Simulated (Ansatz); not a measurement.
This geometry of GaH₆NO (9 atoms, charge 0, multiplicity 1) is a first-order saddle point.

Computed with RKS PBE-D4/def2-TZVP (Ansatz 0.2.0).

```xyz
9
Properties=species:S:1:pos:R:3
Ga -0.799 -0.345 -0.598
N 0.908 0.656 -0.368
H -0.654 -1.626 -1.491
H -2.061 0.572 -0.391
H 0.663 -0.026 0.827
O -0.070 -0.819 1.283
H 1.713 0.355 -0.918
H 0.878 1.675 -0.367
H -0.577 -0.442 2.022
```

Task: Which two structures does it join? (They come from a converged band through this point; their orientation in space is the band's.)

Result: Bonds broken: H5–O6. Bonds formed: N2–H5.

Image 0:

```xyz
9
Properties=species:S:1:pos:R:3
Ga -0.721 -0.269 -0.671
N 0.925 0.700 -0.471
H -0.637 -1.617 -1.471
H -2.012 0.582 -0.360
H 0.621 -0.208 1.113
O -0.104 -0.872 1.360
H 1.705 0.419 -1.065
H 0.867 1.718 -0.491
H -0.643 -0.454 2.055
```

Image 6:

```xyz
9
Properties=species:S:1:pos:R:3
Ga -0.866 -0.468 -0.318
N 0.989 0.656 -0.378
H -0.577 -1.559 -1.423
H -1.989 0.647 -0.401
H 1.334 0.369 0.545
O -0.417 -1.024 1.401
H 1.664 0.375 -1.092
H 0.898 1.674 -0.394
H -1.035 -0.670 2.060
```

Task: How far does it lie above each of them?

Result: 6.1 kJ/mol above the first and 55.8 kJ/mol above the second. This is the barrier of this one path; another mechanism may lie lower. The orbitals stay closed-shell, which can raise the energy where a bond breaks towards radicals; this wasn't checked here.

Run time: 79 s on 4 threads of Arm Neoverse N1, with other jobs on the host, peak memory 0.26 GiB.
